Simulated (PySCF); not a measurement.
## LaI: energy against distance

Set-up: basis La def2-TZVPP with ECP46, I def2-TZVPP with ECP28; scalar-relativistic core potentials; PySCF 2.14. Energies in eV from La (5d1 6s2) + I in their ground configurations at the same level. State: triplet, about 0.1 electrons in the 4f shell (Mulliken).

```tsv
R (Å)	ωB97M-V
2.545	-2.666
2.663	-3.268
2.781	-3.598
2.870	-3.718
2.959	-3.758
3.048	-3.740
3.166	-3.650
3.314	-3.469
3.492	-3.197
3.728	-2.802
```

Task: Put a parabola through the three lowest points of the ωB97M-V curve and estimate Re, k and ωe (reduced mass 66.32 u; 1 eV/Å² = 0.16022 mdyn/Å; ωe = 1302.8·√(k/μ) cm⁻¹).

Result: Through R = 2.87, 2.959, 3.048 Å the second-order coefficient is 3.66 eV/Å², so Re ≈ 2.976 Å, k ≈ 1.17 mdyn/Å and ωe ≈ 173 cm⁻¹. A polynomial fit of higher order to the unrounded ωB97M-V energies gives Re = 2.972 Å, k = 1.14 mdyn/Å, ωe = 171 cm⁻¹; anharmonicity and rounding make the difference.

The higher-order fit for each curve: ωB97M-V: Re = 2.972 Å, ωe = 171 cm⁻¹, De = 3.76 eV.

Spin–orbit coupling is left out, which matters for elements this heavy, above all for dissociation energies. The state is the lowest single determinant that the PBE0 search found; with open d or f shells the true ground state can be another one.
